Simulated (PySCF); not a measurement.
# Cs¹⁵⁺: ionisation energy

Cs¹⁵⁺ [Kr] 4d4 (5D) → Cs¹⁶⁺ [Kr] 4d3 (4F), as a difference of total energies. All numbers are calculated (PySCF 2.14, the spin-free X2C one-electron Hamiltonian (Gaussian nucleus), in an uncontracted even-tempered set (20 s from 0.68 bohr⁻², ratio 2.5; 15 p from 0.88 bohr⁻², ratio 2.5; 10 d from 0.88 bohr⁻², ratio 2.5; 4 f from 4.2 bohr⁻², ratio 2.7; 4 g from 6.4 bohr⁻², ratio 2.7)). Correlated levels: outer shells: [Ar] 3d10 frozen; virtual orbitals above 40 to 60 times the deepest correlated orbital energy dropped. The calculations carry no spin-orbit coupling.

```tsv
method	ionisation energy (eV)
UHF	382.23
LDA	383.51
PBE	383.29
PBE0	383.45
r2SCAN	383.41
MP2 (outer shells)	383.12
SCS-MP2 (outer shells)	382.81
```

How much does correlation contribute at MP2 (outer shells)?

383.12 − (382.23) = 0.89 eV, measured against UHF.

A first-order spin-orbit estimate (lowest level to lowest level, LS coupling) adds -0.632 eV.

Breit and QED terms and the two-electron picture change are absent.

For comparison: 382 ± 3 eV (theoretical estimate listed by NIST; NIST Atomic Spectra Database, ionization energies).
